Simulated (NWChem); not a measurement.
System: MgN2H4; SMILES [Mg]([NH2])[NH2]

NWChem input:

```
start job
memory heap 200 mb stack 900 mb global 1100 mb
geometry units angstroms noautosym nocenter noautoz
  Mg     0.000000     0.000000     0.383167
  N     -1.879341     0.217955     0.383660
  H     -2.415262     0.862412    -0.190426
  H     -2.548066    -0.286706     0.958342
  N      1.879341    -0.217955     0.383660
  H      2.415262    -0.862412    -0.190426
  H      2.548066     0.286706     0.958342
end
basis spherical
  * library def2-svpd
end
dft
  xc b3lyp
  iterations 150
end
property
  response 1 0.0
end
task dft property
```

Excerpt of the output:

```
             Northwest Computational Chemistry Package (NWChem) 7.3.0
             --------------------------------------------------------

                             Geometry "geometry" -> ""
                             -------------------------

 Output coordinates in angstroms (scale by  1.889725989 to convert to a.u.)

  No.       Tag          Charge          X              Y              Z
 ---- ---------------- ---------- -------------- -------------- --------------
    1 Mg                  12.0000     0.00000000     0.00000000     0.38316700
    2 N                    7.0000    -1.87934100     0.21795500     0.38366000
    3 H                    1.0000    -2.41526200     0.86241200    -0.19042600
    4 H                    1.0000    -2.54806600    -0.28670600     0.95834200
    5 N                    7.0000     1.87934100    -0.21795500     0.38366000
    6 H                    1.0000     2.41526200    -0.86241200    -0.19042600
    7 H                    1.0000     2.54806600     0.28670600     0.95834200

 Effective nuclear repulsion energy (a.u.)      82.4729309039

                              NWChem Property Module
                              ----------------------

                                 NWChem DFT Module
                                 -----------------

 Summary of "ao basis" -> "ao basis" (spherical)
 ------------------------------------------------------------------------------
       Tag                 Description            Shells   Functions and Types
 ---------------- ------------------------------  ------  ---------------------
 Mg                        def2-svpd                 9       21   4s4p1d
 N                         def2-svpd                 8       20   4s2p2d
 H                         def2-svpd                 4        8   2s2p

            General Information
            -------------------
          SCF calculation type: DFT
          Wavefunction type:  closed shell.
          No. of atoms     :     7
          No. of electrons :    30
           Alpha electrons :    15
            Beta electrons :    15
          Charge           :     0
          Spin multiplicity:     1
          Use of symmetry is: off; symmetry adaption is: off
          Maximum number of iterations: 150
          AO basis - number of functions:    93
                     number of shells:    41
          Convergence on energy requested:  1.00D-06
          Convergence on density requested:  1.00D-05
          Convergence on gradient requested:  5.00D-04

              XC Information
              --------------
                         B3LYP Method XC Potential
                     Hartree-Fock (Exact) Exchange  0.200
                        Slater Exchange Functional  0.800 local
                    Becke 1988 Exchange Functional  0.720 non-local
              Lee-Yang-Parr Correlation Functional  0.810
                  VWN I RPA Correlation Functional  0.190 local

             Grid Information
             ----------------
          Grid used for XC integration:  medium
          Radial quadrature: Mura-Knowles
          Angular quadrature: Lebedev.
          Tag              B.-S. Rad. Rad. Pts. Rad. Cut. Ang. Pts.
          ---              ---------- --------- --------- ---------
          Mg                  1.50       88          11.0       590
          N                   0.65       49          12.0       434
          H                   0.35       45          13.0       434
          Grid pruning is: on
          Number of quadrature shells:   366
          Spatial weights used:  Erf1

      Superposition of Atomic Density Guess
      -------------------------------------

 Sum of atomic energies:        -310.02102564

      Non-variational initial energy
      ------------------------------

 Total energy =    -310.830841
 1-e energy   =    -591.705564
 2-e energy   =     198.401792
 HOMO         =      -0.340573
 LUMO         =      -0.087862

   convergence    iter        energy       DeltaE   RMS-Dens  Diis-err
 ---------------- ----- ----------------- --------- --------- ---------
 d= 0,ls=0.0,diis     1   -311.8161235556 -3.94D+02  1.93D-02  7.25D-01
 d= 0,ls=0.0,diis     2   -311.6646963876  1.51D-01  9.78D-03  2.03D+00
 d= 0,ls=0.0,diis     3   -311.9094468978 -2.45D-01  1.23D-03  1.25D-02
 d= 0,ls=0.0,diis     4   -311.9110481933 -1.60D-03  3.10D-04  2.10D-04
 d= 0,ls=0.0,diis     5   -311.9110815038 -3.33D-05  1.20D-04  3.58D-06
 d= 0,ls=0.0,diis     6   -311.9110821699 -6.66D-07  2.53D-05  1.71D-07
 d= 0,ls=0.0,diis     7   -311.9110821944 -2.45D-08  1.68D-06  1.37D-09

         Total DFT energy =     -311.911082194436
      One electron energy =     -595.306955538078
           Coulomb energy =      232.788103298654
    Exchange-Corr. energy =      -31.865160858878
 Nuclear repulsion energy =       82.472930903867

 Numeric. integr. density =       30.000008859642

                       DFT Final Molecular Orbital Analysis
                       ------------------------------------

 Vector   13  Occ=2.000000D+00  E=-3.290751D-01
              MO Center= -4.4D-06,  5.1D-07,  3.8D-01, r^2= 4.0D+00
   Bfn.  Coefficient  Atom+Function         Bfn.  Coefficient  Atom+Function
  ----- ------------  ---------------      ----- ------------  ---------------
    25      0.488253  2 N  s                 61     -0.488253  5 N  s
    26      0.357445  2 N  px                62      0.357444  5 N  px
     8      0.269068  1 Mg px                11      0.255750  1 Mg px
    24     -0.205169  2 N  s                 60      0.205168  5 N  s
    29     -0.194876  2 N  px                65     -0.194875  5 N  px

 Vector   14  Occ=2.000000D+00  E=-2.221659D-01
              MO Center=  2.1D-03, -2.5D-04,  3.8D-01, r^2= 4.6D+00
   Bfn.  Coefficient  Atom+Function         Bfn.  Coefficient  Atom+Function
  ----- ------------  ---------------      ----- ------------  ---------------
    27      0.278102  2 N  py                63     -0.278418  5 N  py
    28      0.272937  2 N  pz                64      0.273268  5 N  pz
    30     -0.191777  2 N  py                66      0.191994  5 N  py
    31     -0.186804  2 N  pz                67     -0.187033  5 N  pz
    13     -0.088342  1 Mg pz                17      0.077118  1 Mg d -2

 Vector   15  Occ=2.000000D+00  E=-2.220983D-01
              MO Center= -2.1D-03,  2.5D-04,  3.8D-01, r^2= 4.6D+00
   Bfn.  Coefficient  Atom+Function         Bfn.  Coefficient  Atom+Function
  ----- ------------  ---------------      ----- ------------  ---------------
    28      0.282297  2 N  pz                64     -0.281977  5 N  pz
    27      0.269582  2 N  py                63      0.269256  5 N  py
    31     -0.194576  2 N  pz                67      0.194356  5 N  pz
    30     -0.184454  2 N  py                66     -0.184228  5 N  py
    12     -0.087141  1 Mg py                20     -0.079031  1 Mg d  1

 Vector   16  Occ=0.000000D+00  E=-3.926824D-02
              MO Center=  2.1D-07, -2.2D-08,  3.8D-01, r^2= 7.6D+00
   Bfn.  Coefficient  Atom+Function         Bfn.  Coefficient  Atom+Function
  ----- ------------  ---------------      ----- ------------  ---------------
     4      1.238159  1 Mg s                  3      0.756088  1 Mg s
    25     -0.757176  2 N  s                 61     -0.757178  5 N  s
    24     -0.208333  2 N  s                 60     -0.208333  5 N  s
     2      0.179036  1 Mg s                 21      0.178596  1 Mg d  2
    23     -0.164099  2 N  s                 59     -0.164099  5 N  s

 Vector   17  Occ=0.000000D+00  E= 5.315064D-03
              MO Center= -1.0D-06,  1.0D-07,  3.8D-01, r^2= 1.2D+01
   Bfn.  Coefficient  Atom+Function         Bfn.  Coefficient  Atom+Function
  ----- ------------  ---------------      ----- ------------  ---------------
    15      0.835622  1 Mg py                 9      0.176800  1 Mg py
    12      0.148594  1 Mg py                27      0.121878  2 N  py
    63      0.121879  5 N  py                 6      0.096009  1 Mg py
    14      0.095528  1 Mg px                30     -0.089430  2 N  py
    66     -0.089431  5 N  py                42     -0.045562  3 H  s

 Vector   18  Occ=0.000000D+00  E= 5.458157D-03
              MO Center=  1.1D-06, -1.0D-07,  3.8D-01, r^2= 1.2D+01
   Bfn.  Coefficient  Atom+Function         Bfn.  Coefficient  Atom+Function
  ----- ------------  ---------------      ----- ------------  ---------------
    16      0.843133  1 Mg pz                10      0.177487  1 Mg pz
    13      0.147762  1 Mg pz                28      0.123288  2 N  pz
    64      0.123287  5 N  pz                 7      0.096287  1 Mg pz
    31     -0.090519  2 N  pz                67     -0.090518  5 N  pz
    42      0.045209  3 H  s                 50     -0.045206  4 H  s

     Multipole analysis of the density
     ---------------------------------

     L   x y z        total         alpha         beta         nuclear
     -   - - -        -----         -----         ----         -------
     0   0 0 0     -0.000000    -15.000000    -15.000000     30.000000

     1   1 0 0     -0.000000     -0.000000     -0.000000      0.000000
     1   0 1 0      0.000000      0.000000      0.000000     -0.000000
     1   0 0 1     -0.000506    -10.870973    -10.870973     21.741441

[...]

 DFT Linear Response polarizability / au
 Frequency  =       0.0000000 / au
              X              Y              Z
 -----------------------------------------------
 X      51.5720710     -1.1993867     -0.0000003
 Y      -1.1993867     41.3565625     -0.0000013
 Z      -0.0000003     -0.0000013     41.2752901
 -----------------------------------------------
 Eigenvalues =      51.7109997     41.2176338     41.2752901
 Isotropic   =      44.7346412
 Anisotropic =      10.4646568
 -----------------------------------------------

 Magnetic Dipole Response Matrix (nonzero elements):

 Exiting AOResponse driver routine
```

Level: B3LYP/def2-SVPD. Geometry: optimised at PBE0/def2-SVP.
